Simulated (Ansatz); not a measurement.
`[OH][Ge][Cl]` and `[OH][GeH]` differ in one atom or group.

Ansatz, PBE0-D4/def2-TZVP geometries, multiplicity 1. Each molecule was computed in one conformer, which needn't be the lowest.

Scalar relativity is left out up to krypton.

```
                                          property  `[OH][Ge][Cl]`
                HOMO energy (PBE0/def2-TZVPP) / eV           -8.09
                 HOMO energy (PBE/def2-TZVPP) / eV           -6.94
               LUMO energy (B3LYP/def2-TZVPP) / eV           -2.58
    zero-point energy (PBE0-D4/def2-TZVP) / kJ/mol            38.7
                LUMO energy (PBE0/def2-TZVPP) / eV           -2.36
size of the dipole moment (ωB97M-V/def2-TZVPP) / D            0.86
```

Task: What does the change do to each property? (An estimate is asked.)

Result: Computed: 
```
                                          property  `[OH][GeH]`  shift
                HOMO energy (PBE0/def2-TZVPP) / eV        -6.72   1.37
                 HOMO energy (PBE/def2-TZVPP) / eV        -5.60   1.34
               LUMO energy (B3LYP/def2-TZVPP) / eV        -2.48   0.10
    zero-point energy (PBE0-D4/def2-TZVP) / kJ/mol         52.5   13.8
                LUMO energy (PBE0/def2-TZVPP) / eV        -2.24   0.12
size of the dipole moment (ωB97M-V/def2-TZVPP) / D         1.49   0.63
```

With PBE0 the HOMO rises by 1.37 eV and the LUMO rises by 0.12 eV, so the gap narrows by about 1.25 eV. PBE moves the HOMO by 1.34 eV and ωB97M-V by 1.36 eV. Dipoles are sizes alone; their direction can turn.

B3LYP here is the variant with VWN-RPA as its local correlation; programs differ in this.
